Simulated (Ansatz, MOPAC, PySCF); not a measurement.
Isomers of H2OSi: 1 is O[SiH], 2 is O=[SiH2]; one conformer of each (the lowest of an xTB search), B3LYP-D3(BJ)/def2-TZVP minima.
Isomer 1 (charge 0, multiplicity 1):
```xyz
4

O     -0.8993     0.3531     0.0152
Si     0.6928     0.8192     0.0163
H     -1.1219    -0.5832    -0.0075
H      1.3283    -0.5891    -0.0241
```
Isomer 2 (charge 0, multiplicity 1):
```xyz
4

O      1.2747    -0.4600     0.4308
Si     0.0284    -0.0103    -0.3129
H     -1.0948    -0.9078    -0.6671
H     -0.2083     1.3781    -0.7702
```

No zero-point or thermal terms.

Cores are frozen in the correlated methods. CBS: X⁻³ extrapolation of the correlation energy, Hartree–Fock from the larger set. Rows in 3-21G, 6-311+G**, 6-31G* carry no dispersion term and start afresh at each structure (6-31G* with six Cartesian d functions). The state that PM3, PM6 reach isn't checked.

Programs: Ansatz (Gaussian orbitals); MOPAC for PM3, PM6 (differences of heats of formation); PySCF for 3-21G rows, 6-311+G** rows, 6-31G* rows, the dispersion terms. Values without a source in brackets are computed.

Other levels give for the electronic energy of isomer 2 less that of isomer 1: PBE/def2-TZVPP 0.006; B3LYP/def2-TZVPP 0.044; B3LYP-D3(BJ)/def2-TZVPP 0.042; wB97M-V/def2-TZVPP 0.161; CCSD(T)/CBS(cc-pV(T+d)Z, cc-pV(Q+d)Z) 0.029 eV.

Problem. What do these common cheap choices give for the same quantity: PM3, PM6, HF/6-31G*, BP86/6-31G*, B3LYP/3-21G, B3LYP/6-31G*, B3LYP/6-311+G**, M06-2X/6-31G*?

Solution. PM3 0.303; PM6 -0.959; HF/6-31G* 0.206; BP86/6-31G* -0.106; B3LYP/3-21G 0.422; B3LYP/6-31G* -0.038; B3LYP/6-311+G** 0.127; M06-2X/6-31G* 0.102 eV. They span -0.959 to 0.422 eV.

Ansatz is a quantum-chemistry and plane-wave program.
